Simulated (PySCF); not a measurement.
Sn(H)2(vinyl)(OH) (C2H6OSn), SMILES C=[CH][SnH2][OH].

Geometry optimised at PBE-D3(BJ)/def2-SVP. The structure was generated by enumeration; whether it is a known compound was not checked. The def2 effective core potentials stand for the cores of Sn; spin–orbit coupling is left out. The values are those of a single conformer.

The numbers are results of PBE-D3(BJ)/def2-SVP (PySCF 2.14.0), not measurements.

Frequencies are harmonic and unscaled.

**Question.** Estimate the vibrational spectrum. (The exact figures need the calculation; the answer reports its results.)

**Answer.** 
```csv
mode,ν (cm⁻¹),IR (km/mol),moving atoms (share of kinetic energy)
1,56,1.2,"C 35 %, H 35 %, O 24 %"
2,123,60.9,"H 81 %, C 10 %"
3,158,43.5,"O 43 %, H 35 %, C 15 %"
4,206,2.6,"C 51 %, H 44 %"
5,388,32.0,"H 67 %, C 24 %, Sn 8 %"
6,455,34.4,"H 67 %, C 29 %"
7,502,28.9,"H 51 %, C 40 %"
8,549,10.1,"H 74 %, C 23 %"
9,578,88.8,"O 84 %, Sn 13 %"
10,631,121.2,H 93 %
11,659,73.3,H 98 %
12,848,81.5,H 93 %
13,939,26.3,"H 72 %, C 28 %"
14,956,7.5,"H 87 %, C 13 %"
15,995,13.8,H 94 %
16,1205,10.7,"H 73 %, C 27 %"
17,1365,9.1,"H 85 %, C 15 %"
18,1608,2.5,"C 86 %, H 14 %"
19,1823,181.5,H 99 %
20,1878,133.6,H 99 %
21,3037,15.4,H 95 %
22,3079,5.8,"H 91 %, C 9 %"
23,3128,8.1,"H 89 %, C 11 %"
24,3717,39.8,H 94 %
```
